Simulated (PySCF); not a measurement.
Se(Br)(OMe) (CH3BrOSe), SMILES CO[Se]Br.

The structure is a stationary point at PBE0-D3(BJ)/def2-SVP. This is a generated structure with no PubChem entry under its InChIKey; it may be hypothetical. The values are those of a single conformer.

All values below come from PBE/def2-TZVP (PySCF).

Problem. Estimate the frontier levels, gap, dipole moment and polarisability. (Estimate from the structure and the level; the computed values follow.)

Solution. 
| Property | Result |
|---|---|
| highest occupied level | -5.44 eV |
| lowest empty level | -3.12 eV |
| orbital gap | 2.32 eV |
| dipole moment | 1.73 D |
| quadrupole, principal values (traceless, Buckingham form, about the centre of nuclear charge) | -6.36, 0.84, 5.52 D·Å |
| mean static polarisability | 64.8 bohr³ (9.61 Å³) |
| polarisability, principal values | 45.8, 62.1, 86.5 bohr³ |
